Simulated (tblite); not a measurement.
Run record: tight-binding relaxation, `CC[C@]1(BBr)C[C@@H](C)C1`.

Computed with GFN2-xTB geometry optimisation, gas phase (tblite 0.8.0). Start geometry: from a force field or distance geometry. The command runs a driver script over a list of jobs; the input below is this job's line of settings and its coordinates in Å.

Command:
```bash
OMP_NUM_THREADS=1 python probes_run.py task.json out
```

Input:
```
{"job": {"kind": "relax", "xc": "GFN2-xTB", "basis": "xTB"}, "charge": 0, "multiplicity": 1}
C     -2.521100     0.626500    -0.167500
C     -1.385800     0.371800     0.784100
C     -0.382500    -0.551000     0.108300
B     -0.991400    -1.928900    -0.329700
Br     0.204400    -3.238500    -1.264800
C      0.981200    -0.618200     0.704900
C      1.305600     0.661000    -0.072700
C      2.706800     0.767600    -0.608400
C      0.247100     0.236900    -1.038600
H     -2.295700     0.075700    -1.098300
H     -3.484200     0.281600     0.258200
H     -2.594700     1.718600    -0.391200
H     -0.951800     1.316300     1.125500
H     -1.800800    -0.143300     1.697300
H     -1.855400    -2.369600     0.363100
H      1.582100    -1.484800     0.427100
H      0.992400    -0.376900     1.812700
H      0.981300     1.539000     0.493300
H      2.797100     0.385800    -1.647300
H      3.379800     0.252600     0.080800
H      2.942800     1.856700    -0.662900
H      0.562400    -0.416400    -1.865400
H     -0.424500     1.064700    -1.339100
```

Task: Estimate the output.

Result: 
```
step      E/eV     max force
  0    -746.40879    3.293
  1    -746.82799    1.686
  2    -747.00304    1.079
  3    -747.15931    0.977
  4    -747.22249    0.812
  5    -747.29747    0.489
  6    -747.31254    0.360
  7    -747.33505    0.368
  8    -747.34495    0.316
  9    -747.35759    0.238
... (119 lines left out)
129    -747.66286    0.024
130    -747.66300    0.025
131    -747.66312    0.027
132    -747.66321    0.021
133    -747.66329    0.014
134    -747.66336    0.013
135    -747.66341    0.015
136    -747.66345    0.013
137    -747.66347    0.011
138    -747.66349    0.010
```

«max force» is the largest atomic force in eV/Å.

Task: From which step on does the largest force stay under 0.1 eV/Å, and how much energy is left to gain from there?

Result: From step 74 (0.086 eV/Å), 22.3 meV above the end.

Main results: energy lowered by 28.9 kcal/mol over 138 steps; largest atomic force 0.010 eV/Å at the end.

Task: Where do the atoms end?

Result: 0.613 Å rms from the input after alignment:
```
atom  x, y, z in Å
C1    -2.8211    0.3813   -0.0907
C2    -1.5670    0.2694    0.7701
C3    -0.4022   -0.3729    0.0064
B4    -0.6884   -1.8487   -0.4554
Br5    0.1495   -2.5813   -1.9503
C6     0.9100   -0.3704    0.8678
C7     1.4954    0.7396   -0.0196
C8     2.8512    0.4465   -0.6361
C9     0.2853    0.6232   -0.9620
H10   -3.1745   -0.6070   -0.3791
H11   -3.6153    0.8837    0.4564
H12   -2.6195    0.9477   -0.9972
H13   -1.2717    1.2640    1.1126
H14   -1.7909   -0.3349    1.6532
H15   -1.3557   -2.5671    0.1897
H16    1.4797   -1.2991    0.8207
H17    0.7497   -0.1162    1.9137
H18    1.5285    1.7006    0.4983
H19    2.8361   -0.5063   -1.1618
H20    3.6185    0.4039    0.1348
H21    3.1203    1.2255   -1.3464
H22    0.5432    0.1978   -1.9310
H23   -0.2657    1.5476   -1.1245
```

Task: Estimate the wall time. Hardware: an Arm Neoverse N1 with one thread (shared host).

Result: About 2.2 s.
Labels such as C1 count atoms from 1, the log's own numbers from 0.
